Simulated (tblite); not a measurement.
Species: C5H4FO2 (doublet state).
Numbering: `[O:1]=[C:2]1[CH:3][CH2:4][O:5][C:6]([F:7])=[CH:8]1` (hydrogens: H9 on C3; H10, H11 on C4; H12 on C8)

All values are computed: GFN2-xTB (tblite) harmonic vibrations without scaling, gas phase. Errors from tens to a few hundred cm⁻¹ against measured bands are possible. Open shells enter through the occupations alone, without spin polarisation, and single modes of such species can be off by tens of per cent.

How many normal modes are there?

12 atoms, non-linear: 3N − 6 = 30.

What is the point group of the computed structure, and how do the modes divide by symmetry?

Cs. The vibrations span 20 a′ + 10 a″.

How many distinct wavenumbers does the calculation give?

30: Cs has no degenerate species.

How many fundamentals are allowed in the infrared by symmetry?

30 of 30: in Cs every mode is allowed. All fundamentals are allowed in the Raman spectrum.

What zero-point energy do the modes add up to?

Half the sum of the wavenumbers, 17152 cm⁻¹, or 2.127 eV from 30 modes; those above 1550 cm⁻¹ give 0.941 eV of it.

What thermal excitation has the softest real mode at 500 K?

θ = hcν̃/k = 131 K for 91.3 cm⁻¹, so N1/N0 = 0.77 and ⟨v⟩ = 1/(exp(θ/T) − 1) = 3.3.
